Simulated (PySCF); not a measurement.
## Exercise with solution: dipole moment from atomic charges

Ga(AsH2)(F)2 (AsF2GaH2), SMILES [Ga]([F])([F])[AsH2]. Atoms are numbered in the order given.

```xyz
6

Ga    -0.7814    -0.0098     0.0000
As     1.5978     0.0630     0.0000
H      1.6133    -0.9913     1.1008
H      1.6133    -0.9913    -1.1008
F     -1.7628     0.0115    -1.4478
F     -1.7628     0.0115     1.4478
```
Charge 0, spin multiplicity 1.

The structure is a stationary point at r2SCAN-D4/def2-SVP. The structure was generated by enumeration; whether it is a known compound was not checked.

Charges (e) from M06-2X/def2-TZVP (PySCF):

| atom | ESP fit | IAO |
|---|---|---|
| Ga1 | 0.870 | 1.147 |
| As2 | -0.111 | -0.026 |
| H3 | 0.033 | -0.004 |
| H4 | 0.033 | -0.004 |
| F5 | -0.412 | -0.556 |
| F6 | -0.412 | -0.556 |

The dipole moment of the full density is 3.34 D.

**Question.** What dipole moment does each set of point charges give, and which comes closer to that of the density?

**Answer.** 
μ = Σ q r, and 1 e Å = 4.8032 D.
ESP fit: Σ q r = (0.702, -0.090, 0.000) e Å, |μ| = 3.40 D.
IAO: Σ q r = (1.010, -0.018, 0.000) e Å, |μ| = 4.85 D.
ESP fit comes closer in size. Point charges leave out the atoms' own dipoles (lone pairs, polarised bonds); fits to the potential absorb them, partitions of the density don't.
